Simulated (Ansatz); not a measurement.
Calculated with Ansatz (gas phase, PBE0-D4/def2-TZVP geometries, no zero-point term in ΔE). CCSD(T)/CBS is the MP2 limit (def2-TZVPP, def2-QZVPP) plus CCSD(T) − MP2 in def2-TZVPP, frozen cores. This one scheme is used for every species. DFT in def2-TZVPP. HSE06 is defined as in plane-wave codes. Each species was taken in one conformer, which may not be the lowest.

Reaction (ligand exchange at the Al–O bond): `[SiH3][O][Al]([Cl])[Cl]` + H₂S → `[SH][Al]([Cl])[Cl]` + `O[SiH3]`

```csv
level,ΔE (kJ/mol)
PBE-D4,30.7
r2SCAN-D4,41.4
BHLYP-D4,54.0
B2PLYP,48.5
BLYP,45.4
HSE06,33.8
LC-ωPBE,42.4
HF/CBS(def2),63.4
```

Task: What does CCSD(T)/CBS give? (Best estimate.)

Result: The calculation gave: +44.9 kJ/mol. The listed levels differ from it by -14.2, -3.5, 9.1, 3.6, 0.5, -11.1, -2.5, 18.5 kJ/mol.

Largest T1 diagnostic among the species: 0.011.

In def2-TZVPP, CCSD(T) changes the Hartree–Fock value by −12.1 kJ/mol (the triples alone add −3.4 kJ/mol) and MP2 by −14.9 kJ/mol. Leaving LDA and LC-ωPBE aside and taking each functional with its dispersion term where it has one, the values, not all of them listed here, spread over 23.6 kJ/mol, from revPBE-D4 to BHLYP-D4.
